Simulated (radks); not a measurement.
The numbers below are computed, except where a source is named.
Valence configurations of Ho3+ (all share [Xe]). Level of theory: scalar-relativistic Kohn-Sham, LDA (Slater exchange, Perdew-Wang correlation), spin-polarised, spherical densities, point nucleus; open shells are filled with parallel spins first (spin-orbit coupling, left out, can overturn this in heavy ions) (a radial shooting solver on a logarithmic mesh with Libxc functionals). Energies are relative to 4f10; eigenvalues in eV for spin up.

[
 {"valence": "4f10", "E (eV)": "0.000", "moment (Bohr magnetons)": "4", "e(4f)": "-36.759", "e(5d)": "-", "e(6p)": "-", "e(6s)": "-"},
 {"valence": "4f9.5 6s0.5", "E (eV)": "5.824", "moment (Bohr magnetons)": "5", "e(4f)": "-42.117", "e(5d)": "-", "e(6p)": "-", "e(6s)": "-25.319"},
 {"valence": "4f9 5d1", "E (eV)": "10.443", "moment (Bohr magnetons)": "6", "e(4f)": "-44.526", "e(5d)": "-27.684", "e(6p)": "-", "e(6s)": "-"},
 {"valence": "4f9 6p1", "E (eV)": "19.657", "moment (Bohr magnetons)": "6", "e(4f)": "-48.973", "e(5d)": "-", "e(6p)": "-21.062", "e(6s)": "-"},
 {"valence": "4f8.5 6p1.5", "E (eV)": "32.727", "moment (Bohr magnetons)": "7", "e(4f)": "-55.466", "e(5d)": "-", "e(6p)": "-22.290", "e(6s)": "-"},
 {"valence": "4f8 5d1 6p1", "E (eV)": "36.279", "moment (Bohr magnetons)": "8", "e(4f)": "-57.578", "e(5d)": "-33.018", "e(6p)": "-21.759", "e(6s)": "-"},
 {"valence": "4f8 5d0.5 6p1.5", "E (eV)": "42.076", "moment (Bohr magnetons)": "8", "e(4f)": "-59.884", "e(5d)": "-34.558", "e(6p)": "-22.623", "e(6s)": "-"},
 {"valence": "4f8 6p2", "E (eV)": "48.219", "moment (Bohr magnetons)": "8", "e(4f)": "-62.198", "e(5d)": "-", "e(6p)": "-23.431", "e(6s)": "-"},
 {"valence": "4f7.5 5d1 6p1.5", "E (eV)": "52.768", "moment (Bohr magnetons)": "9", "e(4f)": "-64.443", "e(5d)": "-35.692", "e(6p)": "-22.936", "e(6s)": "-"},
 {"valence": "4f7 6p3", "E (eV)": "86.995", "moment (Bohr magnetons)": "10", "e(4f)": "-76.329", "e(5d)": "-", "e(6p)": "-25.557", "e(6s)": "-"}
]

NIST lists [Xe] 4f10 as the ground configuration; this level of theory agrees among the configurations tried. The energies are those of spherical high-spin densities, not of single terms.
